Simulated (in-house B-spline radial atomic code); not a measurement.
**Functionals against successive ionisation energies: Bi to Bi³⁺**

Ionisation energies as differences of self-consistent total energies from an all-electron radial atomic-structure program (B-spline basis): all electrons, radial basis limit, scalar-relativistic (one-electron X2C), spin-polarised at highest spin, spherical densities; exact exchange is averaged over the determinants of each configuration. No spin-orbit coupling, Breit or QED terms. NIST's values run from ground level to ground level, so in open shells the differences also hold multiplet and fine-structure energies that spherical high-spin averages miss. For p electrons of heavy elements the spin-orbit part alone reaches an electronvolt or more. Columns give computed minus NIST, in eV; a star marks a semi-empirical value. Species are left out where the tabulated value is theory, is uncertain by more than 0.12 eV, or (13 ions, such as In⁴⁺, Te⁴⁺ and Bi⁴⁺) lies off its series for all methods alike, which flatters the means a little.

| species | shell | NIST (eV) | LDA VWN5 | PBEsol | r2SCAN | PBE0 | TPSSh | wB97X |
| --- | --- | --- | --- | --- | --- | --- | --- | --- |
| Bi | 6p | 7.29 | +1.40 | +1.31 | +1.63 | +1.37 | +1.34 | +0.99 |
| Bi⁺ | 6p | 16.70 | -0.67 | -0.83 | -0.65 | -0.83 | -0.90 | -1.14 |
| Bi²⁺ | 6p | 25.57 | -1.59 | -1.90 | -2.08 | -1.92 | -2.10 | -2.01 |
| Bi³⁺ | 6s | 45.37 ± 0.06 | +0.22 | -0.27 | -0.62 | -0.69 | -0.75 | -0.80 |

(1) How do the methods rank, and which species is hardest?

Answers

(1) Mean absolute (signed) differences: LDA VWN5 0.97 (-0.16) eV; PBEsol 1.08 (-0.42) eV; PBE0 1.20 (-0.52) eV; wB97X 1.24 (-0.74) eV; r2SCAN 1.25 (-0.43) eV; TPSSh 1.27 (-0.60) eV. For Bi²⁺, which loses a 6p electron, the nearest method is off by -1.59 eV, the largest such miss.
